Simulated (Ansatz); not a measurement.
Consider the substitution at a C–S bond: `[SiH3]C[S][GaH2]` + `OCF` → `FCOC[SiH3]` + `[SH][GaH2]`.

Gas-phase electronic energies from Ansatz, PBE0-D4/def2-TZVP geometries. CBS: MP2 limit from def2 TZ/QZ plus the TZ coupled-cluster correction, frozen cores. For Ga outer-core shells are correlated without core-valence functions, which leaves a few kJ/mol of doubt a bond. Scalar relativity is left out up to krypton. Each species was taken in one conformer, which may not be the lowest.

`[SiH3]C[S][GaH2]`:

Cartesian coordinates in Å:
```
Si -0.708 1.290 0.737
C 0.596 0.832 -0.535
S -0.045 -0.483 -1.628
Ga 0.255 -2.296 -0.434
H -1.946 1.728 0.044
H -0.229 2.384 1.628
H -1.009 0.089 1.561
H 0.828 1.685 -1.176
H 1.526 0.519 -0.059
H -0.274 -3.620 -1.064
H 1.006 -2.130 0.926
```

`OCF`:

Cartesian coordinates in Å:
```
O 1.014 -0.220 0.305
C -0.200 0.262 -0.105
F -1.196 -0.073 0.792
H 1.023 -1.178 0.214
H -0.514 -0.140 -1.075
H -0.127 1.350 -0.131
```

`FCOC[SiH3]`:

Z-matrix (Å, degrees):
```
C
O 1 1.359
F 1 1.388 2 111.0
H 1 1.099 2 112.5 3 -118.7
H 1 1.091 2 107.8 3 117.4
C 2 1.426 1 115.0 3 73.2
Si 6 1.904 2 116.4 1 -69.8
H 6 1.093 2 105.4 1 170.8
H 6 1.100 2 109.8 1 56.3
H 7 1.490 6 105.7 2 -162.5
H 7 1.483 6 112.5 2 79.4
H 7 1.483 6 110.3 2 -44.5
```

`[SH][GaH2]`:

Cartesian coordinates in Å:
```
S 1.234 -0.330 -0.959
Ga -0.617 0.268 0.068
H 1.805 -0.867 0.132
H -1.673 0.980 -0.830
H -0.749 -0.051 1.589
```

```csv
species,HF/def2-QZVPP energy (Eh)
`[SiH3]C[S][GaH2]`,-2651.77199
`OCF`,-214.01466
`FCOC[SiH3]`,-543.15923
`[SH][GaH2]`,-2322.61641
```

Question: Work out ΔE.

Answer: ΔE = (-543.15923) + (-2322.61641) − (-2651.77199) − (-214.01466) = 0.01101 Eh = +0.30 eV. CCSD(T)/CBS gives +0.47 eV.

Largest T1 diagnostic among the species: 0.013.

The D4 term adds +0.07 eV with B3LYP and +0.04 eV with PBE0; it sums over pairs of atoms, weighted by their polarisabilities, and B3LYP, whose exchange is more repulsive, gets the larger term. In def2-TZVPP, CCSD(T) changes the Hartree–Fock value by +0.11 eV (the triples alone add +0.02 eV) and MP2 by +0.21 eV.

B3LYP here is the variant with VWN-RPA as its local correlation; programs differ in this.
